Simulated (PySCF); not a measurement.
Species: C₇H₇OPS.
Geometry (PBE0-D3(BJ)/def2-SVP, Å), atoms numbered from 1 in this order:
```
atom  x, y, z in Å
C1    -2.6763   -0.9455    0.2626
S2    -1.8765    0.6639    0.2149
C3    -0.1560    0.2853    0.0275
C4     0.2793   -1.0472   -0.0452
C5     1.6136   -1.4097   -0.1964
C6     2.6640   -0.5011   -0.2925
P7     2.4920    1.2163   -0.2400
C8     0.7545    1.3635   -0.0487
C9     0.2758    2.7646    0.0304
O10    0.9932    3.7309   -0.0540
H11   -2.5351   -1.5056   -0.6729
H12   -2.3497   -1.5460    1.1237
H13   -3.7456   -0.7208    0.3782
H14   -0.4517   -1.8522    0.0175
H15    1.8392   -2.4804   -0.2412
H16    3.6792   -0.8940   -0.4100
H17   -0.8249    2.8920    0.1792
```

Level: CAM-B3LYP/def2-SVPD in PySCF, non-relativistic, on one gas-phase PBE0-D3(BJ)/def2-SVP geometry that isn't relaxed in the solvent. The solvent is an IEF-PCM continuum (van der Waals radii × 1.2), and excitations are vertical TDDFT with non-equilibrium linear response and a frozen core. Specific hydrogen bonds and non-electrostatic terms are outside this model.

Gas-phase singlets (H = HOMO, L = LUMO):

```tsv
state	E (eV)	λ (nm)	f	leading configuration
S1	3.469	357	0.001	H-2→L 83%
S2	3.719	333	0.048	H→L 93%
S3	4.465	278	0.026	H-1→L 74%
S4	4.524	274	0.010	H-3→L 85%
S5	5.038	246	0.361	H→L+1 75%
```

Question: How does the list change in cyclohexane (ε = 2.017)?

Answer: 
```
state  E (eV)  λ (nm)      f  leading configuration  change by rank (eV)
   S1   3.527     351  0.002              H-2→L 84%               +0.058
   S2   3.627     342  0.076                H→L 94%               -0.092
   S3   4.376     283  0.045              H-1→L 81%               -0.089
   S4   4.510     275  0.013              H-3→L 84%               -0.014
   S5   4.906     253  0.465              H→L+1 80%               -0.132
```

Question: The ground-state energy changes by -0.137 eV from gas to cyclohexane. By how much does the total energy of gas-phase S1 change?

Answer: E(S1) = E(S0) + excitation energy, so it changes by -0.137 + 0.058 = -0.079 eV: it is lowered less than the ground state, which is what a blue shift means. This is the vertical state, with the slow part of the continuum still set for S0.

Question: How do the frontier levels move from gas to cyclohexane?

Answer: 
```csv
orbital,gas (eV),solvent (eV),change (eV)
LUMO+2,0.79,0.98,+0.19
LUMO+1,-0.41,-0.35,+0.06
LUMO,-1.46,-1.44,+0.02
HOMO,-7.92,-7.83,+0.09
HOMO-1,-8.71,-8.67,+0.04
HOMO-2,-8.75,-8.80,-0.05
HOMO-3,-9.52,-9.53,-0.01
```

The HOMO–LUMO gap goes from 6.46 to 6.38 eV.
